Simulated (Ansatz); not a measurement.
B₂BrFH₄Si (`FBB([SiH3])Br`), relaxed with RKS PBE-D4/def2-SVP in Ansatz 0.2.0 from a rough embedded geometry. The force threshold is 0.03 eV/Å; the program also tests the step.

Total charge 0; spin multiplicity 1.

Start:

```xyz
9

F     0.295    2.976   -0.437
B    -0.310    1.646   -0.272
B     0.624    0.259   -0.029
Si   -0.266   -1.354    0.212
Br    2.615    0.415   -0.005
H    -1.483    1.574   -0.300
H    -1.129   -1.335    1.412
H     0.766   -2.430    0.400
H    -1.111   -1.752   -0.982
```

Q: By how much does the energy fall, and how many steps does the optimiser take? (Best estimate.)

A: Computed: 84.89 kJ/mol, in 16 steps, 2 of them rejected.

Q: Which bonds change most? (Best estimate.)

A: Ansatz gave: B3–Si4 from 1.859 to 2.025 Å; F1–B2 from 1.471 to 1.337 Å; B3–Br5 from 1.997 to 1.924 Å; B2–H6 from 1.175 to 1.228 Å.

Q: Give the relaxed structure. (Estimate.)

A: Computed: 
```xyz
9

F    -0.266    2.665    0.737
B    -0.246    1.793   -0.276
B     0.571    0.312   -0.184
Si   -0.218   -1.467    0.376
Br    2.381    0.351   -0.834
H    -0.855    2.131   -1.287
H    -1.143   -1.318    1.558
H     0.829   -2.502    0.690
H    -1.053   -1.966   -0.780
```
